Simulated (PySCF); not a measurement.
ClCu (SMILES [Cl][Cu]), singlet, geometry from GFN2-xTB (such geometries of metal compounds can be far from the true shape), with bond 1-2 at 1.8 times its length; CASSCF(2,3)/cc-pVDZ (PySCF).

Input for PySCF:
```python
from pyscf import gto, scf, mcscf
import numpy

mol = gto.M(
    atom='''
Cu    0.00000000    0.00000000   -2.39825668
Cl    0.00000000    0.00000000    1.29274059
''',
    basis='cc-pvdz',
    verbose=4,
)

mf = scf.RHF(mol)
mf.kernel()
mc = mcscf.CASSCF(mf, 3, 2)
mc.fix_spin_(ss=0.0)
mc.conv_tol = 1e-5
mc.kernel()
occ = numpy.linalg.eigvalsh(mc.fcisolver.make_rdm1(mc.ci, mc.ncas, mc.nelecas))[::-1]
ss = mc.fcisolver.spin_square(mc.ci, mc.ncas, mc.nelecas)[0]
print('natural occupations', occ.round(4), ' <S^2>', round(ss, 4))
```

It wrote (shortened):

```
PySCF version 2.14.0

[INPUT] verbose = 4
[INPUT] num. atoms = 2
[INPUT] num. electrons = 46
[INPUT] charge = 0
[INPUT] spin (= nelec alpha-beta = 2S) = 0
[INPUT] symmetry False subgroup None
[INPUT] Mole.unit = angstrom
[INPUT] Symbol           X                Y                Z      unit          X                Y                Z       unit  Magmom
[INPUT]  1 Cu     0.000000000000   0.000000000000  -2.398256680000 AA    0.000000000000   0.000000000000  -4.532048301609 Bohr   0.0
[INPUT]  2 Cl     0.000000000000   0.000000000000   1.292740590000 AA    0.000000000000   0.000000000000   2.442925665209 Bohr   0.0

nuclear repulsion = 70.6812673918776
number of shells = 12
number of NR pGTOs = 163
number of NR cGTOs = 61
basis = cc-pvdz
ecp = {}

******** <class 'pyscf.scf.hf.RHF'> ********
method = RHF
initial guess = minao
damping factor = 0
level_shift factor = 0
DIIS = <class 'pyscf.scf.diis.CDIIS'>
diis_start_cycle = 1
diis_space = 8
diis_damp = 0
SCF conv_tol = 1e-09
SCF conv_tol_grad = None
SCF max_cycles = 50
direct_scf = True
direct_scf_tol = 1e-13
Set gradient conv threshold to 3.16228e-05
Initial guess from minao.
init E= -2097.79769806266
  HOMO = -0.37994399642528  LUMO = -0.0911423679134762  gap/eV = 7.85869
cycle= 1 E= -2098.3344420313  delta_E= -0.537  |g|= 0.833  |ddm|= 0.943
  HOMO = -0.197679649746112  LUMO = -0.11361478370503  gap/eV = 2.28752
cycle= 2 E= -2098.35200892579  delta_E= -0.0176  |g|= 1.02  |ddm|= 0.975
  HOMO = -0.256056357871357  LUMO = -0.0934400656921017  gap/eV = 4.42501
cycle= 3 E= -2098.43303296783  delta_E= -0.081  |g|= 0.0632  |ddm|= 0.474
  HOMO = -0.291537290219442  LUMO = -0.0862392545362081  gap/eV = 5.58644
cycle= 4 E= -2098.43420657849  delta_E= -0.00117  |g|= 0.0229  |ddm|= 0.0734
  HOMO = -0.292149464469126  LUMO = -0.0826471255171208  gap/eV = 5.70085
cycle= 5 E= -2098.43449416561  delta_E= -0.000288  |g|= 0.0078  |ddm|= 0.0384
  HOMO = -0.293997824713356  LUMO = -0.0809676180126333  gap/eV = 5.79685
cycle= 6 E= -2098.43456347263  delta_E= -6.93e-05  |g|= 0.0017  |ddm|= 0.0238
  HOMO = -0.29404748692559  LUMO = -0.0807308652170624  gap/eV = 5.80464
cycle= 7 E= -2098.43456846402  delta_E= -4.99e-06  |g|= 0.000698  |ddm|= 0.00575
  HOMO = -0.294089701227601  LUMO = -0.0806526904970273  gap/eV = 5.80792
cycle= 8 E= -2098.43456940515  delta_E= -9.41e-07  |g|= 0.000271  |ddm|= 0.00287
  HOMO = -0.294105734918259  LUMO = -0.0806445180646032  gap/eV = 5.80858
cycle= 9 E= -2098.43456953446  delta_E= -1.29e-07  |g|= 9.63e-05  |ddm|= 0.00112
  HOMO = -0.294110544572872  LUMO = -0.0806466727663588  gap/eV = 5.80865
cycle= 10 E= -2098.43456955229  delta_E= -1.78e-08  |g|= 3.11e-05  |ddm|= 0.000395
  HOMO = -0.294110107408637  LUMO = -0.0806510697671952  gap/eV = 5.80852
cycle= 11 E= -2098.43456955422  delta_E= -1.94e-09  |g|= 6.93e-06  |ddm|= 0.000148
  HOMO = -0.294108231223165  LUMO = -0.0806517252820349  gap/eV = 5.80845
cycle= 12 E= -2098.43456955428  delta_E= -5.23e-11  |g|= 1.43e-06  |ddm|= 2.18e-05
  HOMO = -0.294108024582684  LUMO = -0.0806518154167133  gap/eV = 5.80844
Extra cycle  E= -2098.43456955427  delta_E= 5.91e-12  |g|= 1.04e-06  |ddm|= 3.12e-06
converged SCF energy = -2098.43456955427

******** <class 'pyscf.mcscf.mc1step.CASSCF'> ********
CAS (1e+1e, 3o), ncore = 22, nvir = 36
max_cycle_macro = 50
max_cycle_micro = 4
conv_tol = 1e-05
conv_tol_grad = None
orbital rotation max_stepsize = 0.02
orbital rotation threshold for CI restart = 0.01
augmented hessian ah_max_cycle = 30
augmented hessian ah_conv_tol = 1e-12
augmented hessian ah_linear dependence = 1e-14
augmented hessian ah_level shift = 1e-08
augmented hessian ah_start_tol = 2.5
augmented hessian ah_start_cycle = 3
augmented hessian ah_grad_trust_region = 3
kf_trust_region = 3
kf_interval = 4
ci_response_space = 4
ci_grad_trust_region = 3
with_dep4 0
natorb = False
canonicalization = True
sorting_mo_energy = False
ao2mo_level = 2
internal_rotation = False
******** <class 'pyscf.fci.addons.SpinPenaltyFCISolver'> ********
max. cycles = 50
conv_tol = 1e-08
davidson only = True
linear dependence = 1e-12
level shift = 0.001
max iter space = 12
nroots = 1
pspace_size = 400
spin = None
CASCI E = -2098.43547825280  S^2 = 0.0000000
Set conv_tol_grad to 0.00316228
macro iter   1 ( 21 JK    4 micro), CASSCF E = -2098.44307442837  dE = -7.59617557e-03  S^2 = 0.0000000
               |grad[o]|=0.0124  |grad[c]|=0.0118  |ddm|= 0.12  |maxRot[o]|=0.296
macro iter   2 ( 21 JK    4 micro), CASSCF E = -2098.44781078908  dE = -4.73636071e-03  S^2 = 0.0000000
               |grad[o]|=0.0451  |grad[c]|=0.00679  |ddm|=0.0556  |maxRot[o]|=0.284
macro iter   3 ( 21 JK    4 micro), CASSCF E = -2098.44816640002  dE = -3.55610937e-04  S^2 = 0.0000000
               |grad[o]|=0.0269  |grad[c]|=0.00278  |ddm|=0.0139  |maxRot[o]|=0.193
macro iter   4 ( 21 JK    4 micro), CASSCF E = -2098.44893294162  dE = -7.66541595e-04  S^2 = 0.0000000
               |grad[o]|=0.0243  |grad[c]|=0.00363  |ddm|=0.00817  |maxRot[o]|=0.313
macro iter   5 ( 21 JK    4 micro), CASSCF E = -2098.44961842034  dE = -6.85478727e-04  S^2 = 0.0000000
               |grad[o]|=0.0218  |grad[c]|=0.00137  |ddm|=0.00702  |maxRot[o]|=0.314
macro iter   6 ( 21 JK    4 micro), CASSCF E = -2098.44999576247  dE = -3.77342124e-04  S^2 = 0.0000000
               |grad[o]|=0.0189  |grad[c]|=0.000424  |ddm|=0.00655  |maxRot[o]|=0.274
macro iter   7 ( 21 JK    4 micro), CASSCF E = -2098.45026550825  dE = -2.69745789e-04  S^2 = 0.0000000
               |grad[o]|=0.0168  |grad[c]|=0.000379  |ddm|=0.00925  |maxRot[o]|=0.279
macro iter   8 ( 21 JK    4 micro), CASSCF E = -2098.45048959027  dE = -2.24082013e-04  S^2 = 0.0000000
               |grad[o]|=0.0148  |grad[c]|=0.000815  |ddm|=0.0152  |maxRot[o]|=0.288
macro iter   9 ( 16 JK    4 micro), CASSCF E = -2098.45080358827  dE = -3.13997998e-04  S^2 = 0.0000000
               |grad[o]|=0.0124  |grad[c]|=0.00271  |ddm|=0.0382  |maxRot[o]|=0.102
macro iter  10 ( 10 JK    4 micro), CASSCF E = -2098.45090675565  dE = -1.03167382e-04  S^2 = 0.0000000
               |grad[o]|=0.00709  |grad[c]|=0.00114  |ddm|=0.0309  |maxRot[o]|=0.0599
macro iter  11 (  3 JK    1 micro), CASSCF E = -2098.45091567028  dE = -8.91463242e-06  S^2 = 0.0000000
               |grad[o]|=0.00298  |grad[c]|=0.000843  |ddm|=0.00632  |maxRot[o]|=0.00609
1-step CASSCF converged in  11 macro (197 JK  41 micro) steps
CASSCF canonicalization
Density matrix diagonal elements [1.84560062e+00 1.52938343e-01 1.46103800e-03]
CASSCF energy = -2098.45091567028
CASCI E = -2098.45091567028  E(CI) = -1.02328605752427  S^2 = 0.0000000
natural occupations [1.8913e+00 1.0730e-01 1.5000e-03]  <S^2> 0.0
```
